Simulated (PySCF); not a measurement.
Compound: C7H8BF.
SMILES: `FCC1=CC=CBC=C1`

Theory: PySCF 2.14.0, density-fitted response routines, TDDFT B3LYP/def2-SVPD, vertical, gas phase, core orbitals frozen in the response. The structure is a single PBE0-D3(BJ)/def2-SVP conformer in the gas phase; no vibrational or solvent corrections. Torsions of this conformer, `[F:1][CH2:2][C:3]1=[CH:4][CH:5]=[CH:6][BH:7][CH:8]=[CH:9]1`: F1–C2–C3–C4 2°.

What does the calculation give for the low-lying excited states?

```csv
state,E (eV),λ (nm),ν̃ (cm⁻¹),f,|μ| (D),"main configurations (H = HOMO, L = LUMO)"
S1,4.44,279.1,35830,0.049,1.71,"H→L+1 (72%), H-1→L (23%)"
S2,4.59,270.0,37040,0.145,2.88,"H→L (86%), H-1→L+1 (9%)"
S3,5.15,240.6,41560,0.0000,0.03,H-2→L (98%)
S4,5.23,237.2,42150,0.0003,0.12,H-3→L (98%)
S5,5.43,228.5,43760,0.0036,0.42,H-2→L+1 (99%)
S6,5.52,224.5,44550,0.0001,0.05,H-3→L+1 (99%)
```

The lowest singlet comes at 279 nm (429 kJ/mol) in the ultraviolet; it is of moderate strength; its leading configuration is HOMO→LUMO+1 (72%). The strongest level in the table is S2 at 4.59 eV (270 nm, f = 0.145). Löwdin shares by element: HOMO carbon 64% or more (atoms not listed hold the other 36%); LUMO carbon 66% or more (atoms not listed hold the other 34%). Orbital energies (eV): HOMO-3 -8.68, HOMO-2 -8.53, HOMO-1 -8.13, HOMO -6.97, LUMO -2.23, LUMO+1 -1.88, LUMO+2 0.20. The listed states span 1.08 eV, and the widest gap between neighbours is 0.56 eV (S2 to S3). Weighted by f, the mean energy of these states is 4.57 eV. The window holds the lowest 6 singlets.

Rough CPU time on one thread of a shared machine: about 70 s.
